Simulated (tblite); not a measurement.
Compound: C6H4NP.
Numbering: `[P:1]#[C:2][c:3]1[cH:4][cH:5][n:6][cH:7][cH:8]1` (hydrogens: H9 on C4; H10 on C5; H11 on C7; H12 on C8)

Computed geometry: GFN2-xTB, gas phase.

Problem. What internal coordinates does the optimisation give?

Solution. 
```json
{"bond": "P1≡C2", "length (Å)": "1.558", "order": "triple"}
{"bond": "C2–C3", "length (Å)": "1.400", "order": "single"}
{"bond": "C3–C4, C3–C8", "length (Å)": "1.401", "order": "aromatic"}
{"bond": "C4–C5, C7–C8", "length (Å)": "1.382", "order": "aromatic"}
{"bond": "C5–N6, N6–C7", "length (Å)": "1.324", "order": "aromatic"}
{"bond": "C4–H9, C8–H12", "length (Å)": "1.079", "order": "single"}
{"bond": "C5–H10, C7–H11", "length (Å)": "1.082", "order": "single"}
```

Bonds in one row agree within 0.01 Å and their mean is given. Orders are formal, as drawn. A selection of angles:
```json
{"angle": "P1–C2–C3", "degrees": "179.9"}
{"angle": "C2–C3–C4", "degrees": "121.2"}
{"angle": "C4–C3–C8", "degrees": "117.7"}
{"angle": "C3–C4–C5", "degrees": "118.4"}
{"angle": "C4–C5–N6", "degrees": "123.8"}
{"angle": "C5–N6–C7", "degrees": "117.9"}
```

The 6-membered ring C3–C4–C5–N6–C7–C8 has internal angles of 117.7° to 123.8° (sum 720°, against 720° for a flat polygon); it is planar, 0.00 Å rms from its mean plane, widest ring torsion 0°. The 8 heavy atoms lie in one plane (0.001 Å rms). N6 (pyridine-type nitrogen) is bent (angle 117.9°).

Point group: C2v (every atom within 0.08 Å of its image). Its GFN2-xTB frequencies are all real (lowest 94 cm⁻¹).
